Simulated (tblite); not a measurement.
Run record: tight-binding relaxation, `C#CPP(C)C(F)=C(F)F`.

Computed with GFN2-xTB geometry optimisation, gas phase (tblite 0.8.0). Start geometry: from a force field or distance geometry. The command runs a driver script over a list of jobs; the input below is this job's line of settings and its coordinates in Å.

Command:
```bash
OMP_NUM_THREADS=1 python probes_run.py task.json out
```

Input:
```
{"job": {"kind": "relax", "xc": "GFN2-xTB", "basis": "xTB"}, "charge": 0, "multiplicity": 1}
C      3.723000    -0.645700    -0.051500
C      2.668300    -0.164000    -0.421900
P      1.093600     0.552500    -0.963900
P     -0.214900    -0.088600     0.786200
C     -0.494900    -1.806200     0.192100
C     -1.811800     0.684300     0.312100
F     -2.758300    -0.078500    -0.267600
C     -2.063000     1.981500     0.537200
F     -1.154900     2.786500     1.115200
F     -3.269300     2.482900     0.167100
H      4.635800    -1.064900     0.269400
H      1.312300     1.890800    -0.564800
H     -1.252000    -2.300500     0.814300
H      0.429300    -2.396000     0.249200
H     -0.847700    -1.826200    -0.849800
```

Output:
```
step      E/eV     max force
  0    -880.87014    1.538
  1    -880.94648    2.441
  2    -881.04671    1.095
  3    -881.09870    0.494
  4    -881.13076    0.416
  5    -881.14219    0.425
  6    -881.15643    0.281
  7    -881.16727    0.267
  8    -881.17403    0.197
  9    -881.17830    0.149
... (105 lines left out)
115    -881.20944    0.024
116    -881.20952    0.025
117    -881.20959    0.025
118    -881.20968    0.025
119    -881.20982    0.023
120    -881.20996    0.024
121    -881.21004    0.021
122    -881.21007    0.014
123    -881.21007    0.012
124    -881.21009    0.008
```

«max force» is the largest atomic force in eV/Å.

Q: From which step on does the largest force stay under 0.1 eV/Å, and how much energy is left to gain from there?

A: From step 23 (0.068 eV/Å), 12.6 meV above the end.

Main results: energy lowered by 7.8 kcal/mol over 124 steps; largest atomic force 0.008 eV/Å at the end.

Q: Where do the atoms end?

A: 0.463 Å rms from the input after alignment:
```
atom  x, y, z in Å
C1     3.4291   -0.7976   -0.1989
C2     2.4619   -0.0884   -0.2887
P3     1.0439    0.9112   -0.6086
P4    -0.1709   -0.0736    0.9260
C5    -0.3393   -1.7268    0.1121
C6    -1.8043    0.5906    0.4165
F7    -2.8238   -0.2882    0.4166
C8    -2.0734    1.8797    0.2408
F9    -1.1090    2.8003    0.2409
F10   -3.2515    2.4310   -0.0053
H11    4.2789   -1.4025   -0.0693
H12    1.4485    1.9481    0.2430
H13   -1.1319   -2.2840    0.6082
H14    0.6017   -2.2596    0.2395
H15   -0.5642   -1.6321   -0.9495
```
Labels such as C1 count atoms from 1, the log's own numbers from 0.
